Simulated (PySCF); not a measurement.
A calculated (wB97X, PySCF 2.14, x2c-TZVPPall, the spin-free X2C one-electron Hamiltonian (Gaussian nucleus)) atom or ion has these occupied shells.

```tsv
shell	electrons	orbital energy (eV)	rms radius, mean of both spins (bohr)
1s	2	-10269.9	0.0560
2s	2	-1287.8	0.236
2p	6	-1122.0	0.211
3s	2	-165.32	0.699
3p	6	-114.95	0.737
3d	10	-33.161	0.917
4s	2	-19.711	2.39
```

Q: Name the element and its charge.

A: Ga⁺ (gallium, charge +1), in [Ar] 3d10 4s2, closed-shell 1S.
